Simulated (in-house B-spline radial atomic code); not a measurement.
Configurations of Co6+, with energies counted from [Ar] 3d3. All numbers are computed (scalar-relativistic (X2C) PW91, spin-polarised, spherical fractional occupations; Fermi nucleus of rms radius 3.7875 fm) with a B-spline radial code for spherical atoms, not measured. Shells without spins written out take the highest spin.

Occupations are held fixed; configurations that lie above the ionisation limit could autoionise.

```csv
configuration,E - E(ref) (eV),highest orbital,its <r> (bohr)
"[Ar] 3d(1 up, 2 down)",3.0496,3d up,0.7898
[Ar] 3d2 4s1,43.943,4s up,1.722
[Ne] 3s2 3p5 3d4,54.133,3d up,0.7815
[Ar] 3d2 4f1,85.451,4f up,2.336
[Ne] 3s2 3p5 3d3 4p1,110.13,4p up,1.839
```

Order these further configurations by energy, lowest first.
A. [Ne] 3s2 3p5 3d3 4f1
B. [Ne] 3s2 3p5 3d3 4s1
C. [Ar] 3d(0 up, 2 down) 4p(0 up, 1 down)
D. [Ne] 3s2 3p(3 up, 2 down) 3d(2 up, 2 down)
E. [Ne] 3s2 3p(2 up, 3 down) 3d(0 up, 3 down) 4d(0 up, 1 down)

C (55.091 eV), D (63.37 eV), B (98.931 eV), E (126.95 eV), A (140.63 eV).

How far above the reference does [Ar] 3d(0 up, 2 down) 4d(0 up, 1 down) lie?

71.784 eV; its least bound orbital is 4d down with <r> = 2.103 bohr.
